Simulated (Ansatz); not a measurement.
Species: CdF, net charge 0, doublet state. The spin state was set by rule; other spins were not relaxed. 
Geometry from a B3LYP-D3(BJ)/def2-TZVP (Ansatz, a program for electronic structure) optimisation:
```
Cd
F 1 2.0197
```
Charge 0, spin multiplicity 2.

Basis-set convergence of Hartree-Fock and CCSD correlation energies (hartree) with Ansatz. Correlated levels leave the core frozen unless marked. UHF or UKS for open shells. No spin-orbit coupling. The frozen core is the preceding noble-gas configuration, with the filled d and f shells of earlier blocks. In def2 rows, elements after Kr have scalar-relativistic effective core potentials.

| basis | functions | E(HF) | E(corr, CCSD) |
|---|---|---|---|
| def2-SVPD | 57 | -266.19858 | -0.46335 |
| def2-TZVPPD | 96 | -266.35300 | -0.65329 |
| def2-QZVPPD | 154 | -266.35953 | -0.70666 |

Extrapolating the two largest sets (X = 3 and 4) as X^-3: E(corr) = (64·(-0.70666) - 27·(-0.65329))/37 = -0.7456 Eh, an estimate of the basis-set limit. The largest set recovers 94.8 % of it, the smallest 62.1 %.
